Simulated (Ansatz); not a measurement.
Computed with Ansatz on PBE0-D4/def2-TZVP structures; ΔE is electronic, products minus reactants. CCSD(T)/CBS is the MP2 limit (def2-TZVPP, def2-QZVPP) plus CCSD(T) − MP2 in def2-TZVPP, frozen cores. DFT in def2-TZVPP. One conformer a species, not always the lowest.

Consider the cleavage of the Si–B bond: `[SiH3]B1C[SiH2]1` + `CNCF` → `CN([SiH3])CF` + `B1C[SiH2]1`.

`[SiH3]B1C[SiH2]1`:

```xyz
11

Si    1.429   -1.267    0.633
B     0.002    0.100    0.427
C    -0.100    1.420   -0.248
Si   -1.709    0.189   -0.405
H     1.168   -2.430   -0.262
H     2.798   -0.755    0.341
H     1.416   -1.770    2.035
H    -0.826    2.198    0.008
H     0.694    1.829   -0.871
H    -2.820    1.102   -0.051
H    -2.051   -0.615   -1.607
```

`CNCF`:

Cartesian coordinates in Å:
```
C 0.354 1.114 0.368
N -0.604 0.029 0.304
C -0.307 -1.009 -0.582
F 0.876 -1.709 -0.261
H 1.340 0.813 0.742
H 0.485 1.533 -0.633
H -0.036 1.906 1.009
H -0.854 -0.316 1.220
H -0.150 -0.612 -1.589
H -1.107 -1.751 -0.580
```

`CN([SiH3])CF`:

```xyz
13

C    -1.150   -0.898   -0.212
N     0.048   -0.163    0.150
Si    1.210    0.224   -1.078
C    -0.028    0.575    1.338
F    -0.827    1.724    1.213
H    -1.970   -0.243   -0.527
H    -0.932   -1.589   -1.029
H    -1.495   -1.492    0.641
H     0.725    1.200   -2.094
H     1.552   -1.033   -1.793
H     2.396    0.790   -0.387
H    -0.491   -0.016    2.136
H     0.962    0.922    1.642
```

`B1C[SiH2]1`:

Z-matrix (Å, degrees):
```
C
Si 1 2.033
B 1 1.486 2 63.3
H 1 1.088 2 139.0 3 -110.8
H 1 1.093 2 86.3 3 131.3
H 2 1.480 1 102.1 3 -130.0
H 2 1.487 1 125.0 3 104.0
H 3 1.187 1 132.1 2 -141.0
```

CCSD(T)/CBS gives -36.8 kJ/mol.

(1) Another level gave -21.6 kJ/mol. Which?
A. PBE-D4/def2-TZVPP
B. PBE0-D4/def2-TZVPP
C. ωB97M-V/def2-TZVPP
D. r2SCAN-D4/def2-TZVPP

Largest T1 diagnostic among the species: 0.014.

## Answers

(1) A. PBE-D4 -21.6, PBE0-D4 -26.2, ωB97M-V -40.3, r2SCAN-D4 -31.2 kJ/mol.

In def2-TZVPP, CCSD(T) changes the Hartree–Fock value by +9.7 kJ/mol (the triples alone add +1.6 kJ/mol) and MP2 by +4.0 kJ/mol. From PBE to PBE0 (25 % exact exchange), in def2-TZVPP and without D4, ΔE moves by −5.1 kJ/mol.
